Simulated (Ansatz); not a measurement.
Species: AlH3S, charge 0, singlet. AlH3S (SMILES [AlH2][SH]).
B3LYP-D3(BJ)/def2-TZVP minimum from Ansatz (a first-principles code):
```
Al
H 1 1.5724
H 1 1.5742 2 124.52
S 1 2.1895 2 116.28 3 180.00
H 4 1.3446 1 94.58 2 -180.00
```
Charge 0, spin multiplicity 1.

Total energies in hartree (Ansatz). UHF or UKS for unpaired electrons; spin-orbit terms are left out. Correlated methods leave the cores frozen. No relativity. For partners of very few electrons the exact lower level stands in for a higher one.

| species | HF/cc-pV(T+d)Z | CCSD(T)/cc-pV(T+d)Z | HF/cc-pV(Q+d)Z | CCSD(T)/cc-pV(Q+d)Z | CCSDT(Q)/cc-pV(T+d)Z |
|---|---|---|---|---|---|
| 1: AlH3S (SMILES [AlH2][SH]) | -641.26072 | -641.56991 | -641.26696 | -641.59616 | -641.57146 |
| 2: Al (doublet) | -241.87908 | -241.93131 | -241.88044 | -241.93374 | -241.93179 |
| 3: H (doublet) | -0.49981 | -0.49981 | -0.49995 | -0.49995 | -0.49981 |
| 4: S (triplet) | -397.50938 | -397.65444 | -397.51264 | -397.66785 | -397.65537 |

Q: Work out the atomisation energy (electronic, to ground-state atoms) in kcal/mol: take Hartree-Fock from cc-pV(Q+d)Z, extrapolate the CCSD(T) correlation energy as X^-3 (X = 3, 4), and add CCSDT(Q) - CCSD(T) in cc-pV(T+d)Z. 1 hartree = 627.51 kcal/mol.

A: 
Species 1: correlation (64·(-0.32920) - 27·(-0.30919))/37 = -0.34380; step -0.00155; E1 = -641.26696 + (-0.34380) + (-0.00155) = -641.61231
Species 2: correlation (64·(-0.05330) - 27·(-0.05223))/37 = -0.05408; step -0.00048; E2 = -241.88044 + (-0.05408) + (-0.00048) = -241.93500
Species 3: correlation (64·(0.00000) - 27·(0.00000))/37 = 0.00000; step +0.00000; E3 = -0.49995 + (0.00000) + (+0.00000) = -0.49995
Species 4: correlation (64·(-0.15521) - 27·(-0.14506))/37 = -0.16262; step -0.00093; E4 = -397.51264 + (-0.16262) + (-0.00093) = -397.67619
-1·E1 +1·E2 +3·E3 +1·E4 = 0.50127 hartree = 314.6 kcal/mol.
